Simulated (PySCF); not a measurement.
## Excitation energies in several basis sets

CH7BClNSi.
InChI=1S/CH7BClNSi/c3-5-1-2-4/h2H,1,4-5H2

TDDFT with PBE0 (PySCF), vertical singlets, core orbitals frozen in the response, spherical d and f functions. One conformer (not necessarily the lowest) at the PBE0-D3(BJ)/def2-SVP geometry, without solvent, vibrations or thermal averaging.

```
      basis  functions  diffuse  S1 (eV)  S2 (eV)  S3 (eV)  S4 (eV)  S5 (eV)  LUMO (eV)  α (au)
     6-31G*         92       no     7.15     7.50     7.61     7.86     8.01       0.42    59.0
    6-31+G*        112      yes     6.95     6.97     7.22     7.29     7.51      -0.12    67.5
   def2-SVP        113       no     7.23     7.61     7.71     7.93     8.08       0.43    61.7
  def2-SVPD        167      yes     7.00     7.32     7.34     7.38     7.61       0.02    75.6
aug-cc-pVDZ        186      yes     6.85     6.92     7.15     7.25     7.39      -0.28    76.6
  def2-TZVP        209       no     7.05     7.46     7.48     7.56     7.70       0.14    71.1
 def2-TZVPD        263      yes     6.94     7.05     7.23     7.30     7.53      -0.07    76.7
```

Problem. Compare the sets with the largest diffuse one.

Solution. States are compared by their number. Against the largest diffuse basis here (def2-TZVPD, itself not a converged limit), sets without diffuse functions differ by up to 0.29 eV in S1 and 0.55 eV in S5; the smaller diffuse sets differ by up to 0.08 and 0.13 eV. State by state, the largest deviation of a set without diffuse functions is S1 0.29, S2 0.57, S3 0.48, S4 0.63, S5 0.55 eV. The same number needn't mean the same state in each row. Against def2-TZVPD the polarisability deviates by -23% in 6-31G*, -12% in 6-31+G*, -20% in def2-SVP, -1% in def2-SVPD, 0% in aug-cc-pVDZ, -7% in def2-TZVP. A single + in a Pople set puts diffuse functions on heavy atoms only.

Without π bonds the low states are Rydberg-like; a valence basis with one diffuse set may place them up to an eV too high.
